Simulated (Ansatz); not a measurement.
A search over several starts for the lowest SCF solution of the cluster Si2N2O at the given spin, in a small basis.

```yaml
crystal:
  periodic: [false, false, false]
  atoms:
    - {symbol: Si, position_ang: [0.206992, -2.195371, 0.390042]}
    - {symbol: Si, position_ang: [0.038855, 0.241574, 0.694079]}
    - {symbol: N, position_ang: [-0.735487, 1.709572, -1.680631]}
    - {symbol: N, position_ang: [-0.621318, 1.156766, -0.670158]}
    - {symbol: O, position_ang: [1.110958, -0.912531, 1.266668]}
basis:
  gaussian: {orbitals: def2-SVP, initial_orbitals: start.molden}
magnetization: {spin_polarized: true, initial_magnetization: 4}
hamiltonian: {xc: pbe, dispersion: d4}
output: {orbitals: {seedname: orbitals}}
```

The file start.molden holds the orbitals of an earlier run on this structure, at another level or in another basis.

```sh
$ ansatz run in.yaml --threads 4 --pin off --events-out ev --progress --plain --max-ram 4787MiB
```

Shortened log:

```
Functional definition: PBE
879 factors; their error is unknown
mean field evaluation 1: about -20755.9182 eV, gradient 4.3e0 eV
mean field evaluation 2: about -20756.0156 eV, gradient 1.4e-1 eV
mean field evaluation 4: about -20755.9358 eV, gradient 1.6e-2 eV
mean field evaluation 8: about -20755.9358 eV, gradient 1.9e-5 eV
mean field evaluation 16: about -20755.9934 eV, gradient 5.4e-1 eV
mean field evaluation 32: about -20754.9813 eV, gradient 2.8e0 eV
mean field -20755.93583726 eV, -762.7665731407 hartree, gradient 1.9e-5 eV, S^2 6.010364; 6 other end points of the search recorded, 0 dependent functions left out
reference -20755.93586764 eV, -762.7665742572 hartree; 27, 23 occupied and 51, 55 virtual orbitals, 879 factors
Total energy: -20756.09817519 eV, -762.7725389495 hartree
```

Hardware: 4 threads of Arm Neoverse V2 on a shared host. Wall time 1.9 s.

At PBE0-D4/def2-TZVP a singlet of charge 0 lies 3.26 eV below the quintet, each at its own geometry. The structure comes from a short search, and lower isomers may exist.
